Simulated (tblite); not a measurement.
C5H9ClO (charge +1 and doublet state).
Cartesian coordinates in Å at the GFN2-xTB level; atoms count from 1:
```xyz
16
C5H9ClO angstrom
C      2.878   -0.042    0.376
C      1.766    0.368   -0.234
C      0.493   -0.384   -0.291
Cl     0.669   -2.134   -0.111
C     -0.489    0.158    0.866
O     -1.715   -0.423    0.799
C     -2.660    0.078   -0.100
H      3.791    0.527    0.321
H      2.917   -0.960    0.942
H      1.736    1.335   -0.722
H     -0.051   -0.202   -1.226
H     -0.518    1.249    0.740
H     -0.038   -0.115    1.824
H     -2.581   -0.442   -1.066
H     -2.561    1.156   -0.260
H     -3.645   -0.162    0.309
```

Computed values, GFN2-xTB/tblite, gas phase, harmonic and unscaled. This tight-binding method is rough: wavenumbers can miss measured ones by several per cent, in bad cases by 10 to 20. One conformer, not necessarily the lowest. Open shells enter through the occupations alone, without spin polarisation, and single modes of such species can be off by tens of per cent.

Harmonic wavenumbers (cm⁻¹): 62.6, 68.1, 90.5, 120.7, 202.1, 220.6, 283.7, 390.5, 458.2, 520.3, 578.0, 689.2, 772.5, 885.9, 933.0, 938.9, 964.9, 982.8, 1051.0, 1057.2, 1095.7, 1120.3, 1164.6, 1202.4, 1236.6, 1253.2, 1270.7, 1354.4, 1373.4, 1380.0, 1407.3, 1420.6, 1579.8, 2870.5, 2889.0, 2897.1, 2965.0, 2975.4, 2984.6, 3046.2, 3095.9, 3133.8.

A = 3425, B = 1364, C = 1084 MHz; mass 120.034 u (most abundant isotopes); point group C1, symmetry number 1; spin multiplicity 2.

Task: What is the zero-point energy?

Result: Half the sum of the wavenumbers: 27494 cm⁻¹ = 328.90 kJ/mol.

Task: What is S at 298.15 K and 1 bar for an ideal gas of classical rigid rotors and harmonic oscillators?

Result: Translation 168.57, rotation 119.42, vibration 106.60, spin (R ln 2) 5.76: S = 400.3 J/(mol K).

Task: And Cp and H(298.15 K) − H(0)?

Result: Cp = 137.17 J/(mol K), of which vibrations give 103.92 (their classical limit is 42 R = 349.2); H(298.15 K) − H(0) = 26.20 kJ/mol without the zero-point energy, 16.29 from vibrations.

Task: How do the functions run with temperature in this model?

Result: 
```csv
T (K),S (J/(mol K)),Cp (J/(mol K)),H − H(0) (kJ/mol),G − H(0) (kJ/mol),ln q(vib)
50,246.6,55.5,2.09,-10.24,0.45
100,291.5,74.9,5.38,-23.77,1.62
373.15,433.9,162.9,37.46,-124.45,7.89
500,487.1,201.1,60.63,-182.92,10.60
750,579.5,254.1,118.05,-316.57,15.75
1000,657.7,288.6,186.18,-471.48,20.54
```

q(vib) and H(0) count from the zero-point level.

Task: Which modes carry the vibrational entropy at 298.15 K?

Result: 62.6 cm⁻¹: 18.30; 68.1 cm⁻¹: 17.60; 90.5 cm⁻¹: 15.27; 120.7 cm⁻¹: 12.92; 202.1 cm⁻¹: 8.84; 220.6 cm⁻¹: 8.18 J/(mol K); the other 36 give 25.48 together.

Hindered rotation and anharmonicity are outside this model. Other conformers, if any are populated, would add a mixing term that is left out. The structure is chiral; the term R ln 2 for an equal mix with its mirror image is left out.
